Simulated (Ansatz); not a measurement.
Harmonic frequencies (cm⁻¹) at PBE0-D4/def2-TZVP from Ansatz: 77, 116, 134, 267, 336, 446, 470, 602, 624, 667, 783, 851, 868, 877, 884, 886, 1263, 1457, 1458, 2127, 2130, 2138, 2146, 2151, 3065, 3157, 3158.

Task: Which molecule is it?
A. `[CH3][GeH2][GeH3]`
B. `C=[CH][GeH3]`
C. `[CH3][GeH]([Cl])[SeH]`
D. `C[O][GeH]([F])[C]#N`

Result: A.
